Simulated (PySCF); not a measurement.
Electric properties by functional and basis

Compound: CH₆Al₂Cl₂.
SMILES: `[CH3][AlH-]1[Cl+][AlH2-][Cl+]1`

PySCF, dipoles from the SCF density, polarisabilities from static response with core orbitals frozen. Geometry: PBE0-D3(BJ)/def2-SVP; no solvent, vibrations or thermal averaging.

Question: How do dipole and polarisability depend on functional and basis here?

Answer: 

```json
{"level": "LDA/def2-SVPD", "μ (D)": "0.966", "α (Å³)": "14.66", "anisotropy (Å³)": "3.15"}
{"level": "PBE/def2-SVPD", "μ (D)": "0.957", "α (Å³)": "14.37", "anisotropy (Å³)": "3.03"}
{"level": "B3LYP/def2-SVPD", "μ (D)": "0.899", "α (Å³)": "13.84", "anisotropy (Å³)": "2.75"}
{"level": "PBE0/def2-SVPD", "μ (D)": "0.928", "α (Å³)": "13.75", "anisotropy (Å³)": "2.77"}
{"level": "BHandHLYP/def2-SVPD", "μ (D)": "0.867", "α (Å³)": "13.24", "anisotropy (Å³)": "2.50"}
{"level": "CAM-B3LYP/def2-SVPD", "μ (D)": "0.883", "α (Å³)": "13.61", "anisotropy (Å³)": "2.63"}
{"level": "wB97X-D/def2-SVPD", "μ (D)": "0.921", "α (Å³)": "13.60", "anisotropy (Å³)": "2.69"}
{"level": "LC-wPBE/def2-SVPD", "μ (D)": "0.914", "α (Å³)": "13.28", "anisotropy (Å³)": "2.56"}
{"level": "HF/def2-SVPD", "μ (D)": "0.857", "α (Å³)": "12.57", "anisotropy (Å³)": "2.18"}
{"level": "PBE0/6-31G*", "μ (D)": "1.004", "α (Å³)": "11.00", "anisotropy (Å³)": "2.83"}
{"level": "PBE0/def2-SVP", "μ (D)": "0.961", "α (Å³)": "11.20", "anisotropy (Å³)": "3.22"}
{"level": "PBE0/6-31+G*", "μ (D)": "0.903", "α (Å³)": "12.19", "anisotropy (Å³)": "2.59"}
{"level": "PBE0/aug-cc-pVDZ", "μ (D)": "0.930", "α (Å³)": "13.93", "anisotropy (Å³)": "2.83"}
{"level": "PBE0/def2-TZVP", "μ (D)": "0.940", "α (Å³)": "13.08", "anisotropy (Å³)": "2.99"}
{"level": "PBE0/def2-TZVPD", "μ (D)": "0.920", "α (Å³)": "13.93", "anisotropy (Å³)": "2.81"}
```

The anisotropy is √(½[(α1 − α2)² + (α2 − α3)² + (α3 − α1)²]). The dipole runs from 0.86 D (HF/def2-SVPD) to 1.00 D (PBE0/6-31G*). No reference polarisability is at hand; against PBE0 in the largest diffuse basis at hand (def2-TZVPD) the other PBE0 rows deviate by 6-31G* -21%, def2-SVP -20%, 6-31+G* -12%, def2-SVPD -1%, aug-cc-pVDZ 0%, def2-TZVP -6%. In one basis (def2-SVPD) the functionals order the polarisability from HF (lowest) to LDA (highest), a spread of 17%. With PBE0 the polarisability is 11.76 Å³ without diffuse functions (mean of 6-31G*, def2-SVP and def2-TZVP) and 13.45 Å³ with them (mean of 6-31+G*, def2-SVPD, aug-cc-pVDZ and def2-TZVPD).
